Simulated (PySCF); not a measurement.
Compound: CH6NPSi.
Atom-mapped SMILES: `[H]/[N:1]=[CH:2]\[SiH2:3][PH2:4]` (hydrogens: H5 on N1; H6 on C2; H7, H8 on Si3; H9, H10 on P4)

Structure used (PBE0-D3(BJ)/def2-SVP), in Å, numbered top down from 1:
```xyz
10
CH6NPSi angstrom
N     -2.0828   -1.1581   -0.0270
C     -1.1293   -0.5810   -0.6415
Si    -0.1254    0.9114   -0.0297
P      1.9669    0.3290    0.6186
H     -2.2849   -0.6816    0.8620
H     -0.8375   -1.0213   -1.6159
H      0.0124    1.9347   -1.1103
H     -0.8462    1.4946    1.1443
H      2.2362   -0.3563   -0.6070
H      1.5232   -0.8532    1.2887
```

Computed with PySCF at PBE0/pcSseg-1, non-relativistic, on one gas-phase PBE0-D3(BJ)/def2-SVP geometry that isn't relaxed in the solvent. The solvent is an IEF-PCM continuum (van der Waals radii × 1.2). The model holds no explicit solvent molecules, cavitation or dispersion.

```json
{"run": "gas", "E − E(gas) (kJ/mol)": "0.00", "HOMO (eV)": "-7.18", "HOMO–LUMO gap (eV)": "6.00", "dipole (D)": "0.93"}
{"run": "P", "E − E(gas) (kJ/mol)": "-16.59", "HOMO (eV)": "-7.11", "HOMO–LUMO gap (eV)": "6.05", "dipole (D)": "1.09"}
{"run": "Q", "E − E(gas) (kJ/mol)": "-19.19", "HOMO (eV)": "-7.11", "HOMO–LUMO gap (eV)": "6.06", "dipole (D)": "1.11"}
```

Task: The runs were made in chloroform and tetrahydrofuran. Which run belongs to which solvent?

Result: P = chloroform, Q = tetrahydrofuran. The dielectric constants are 4.711 (chloroform), 7.426 (tetrahydrofuran), and the energy falls further as ε rises. In this model the ground state sees the solvent through ε alone.

Task: How constant is the ratio of the lowering to (ε − 1)/(2ε + 1)?

Result: 
```csv
solvent,(ε − 1)/(2ε + 1),E − E(gas) (kJ/mol),ratio (kJ/mol),polarisation term (kJ/mol)
chloroform,0.356,-16.59,-46.6,-18.49
tetrahydrofuran,0.405,-19.19,-47.3,-21.75
```

The ratio changes by +1.6 % in size from chloroform to tetrahydrofuran. The polarisation term is half the interaction of the solute with the induced surface charges.

On one thread of an Arm Neoverse N1, no GPU, shared host with 64 logical CPUs at a one-minute load of 56, this took 11 s of wall time and 0.54 GiB of memory at its peak. This is the whole shielding run at PBE0/pcSseg-1 in tetrahydrofuran, SCF included.
